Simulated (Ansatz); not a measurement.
Program: Ansatz. Geometries: PBE0-D4/def2-TZVP. ΔE: electronic, gas phase. CCSD(T)/CBS is the MP2 limit (def2-TZVPP, def2-QZVPP) plus CCSD(T) − MP2 in def2-TZVPP, frozen cores. DFT in def2-TZVPP. B3LYP here is the variant with VWN-RPA as its local correlation; programs differ in this. For Zn outer-core shells are correlated without core-valence functions, which leaves a few kJ/mol of doubt a bond. Scalar relativity is left out up to krypton. Each species was taken in one conformer, which may not be the lowest.

Reaction (redistribution): `O[SiH2]BO[SiH3]` + `C#[C][ZnH]` → `O[SiH2][BH][ZnH]` + `C#CO[SiH3]`

Is it downhill or uphill in electronic energy at CCSD(T)/CBS, and by how much? (An estimate is asked.)

The calculation gave: Uphill: ΔE = +285.7 kJ/mol.

What do these levels give: PBE0-D4, B3LYP-D4, PBE, B3LYP, HF/def2-TZVPP, HF/CBS(def2)? (Estimate.)

The calculation gave: PBE0-D4 263.9, B3LYP-D4 273.6, PBE 258.7, B3LYP 275.0, HF/def2-TZVPP 291.3, HF/CBS(def2) 291.8 kJ/mol.

Largest T1 diagnostic among the species: 0.016.

From PBE to PBE0 (25 % exact exchange), in def2-TZVPP and without D4, ΔE moves by +5.8 kJ/mol.
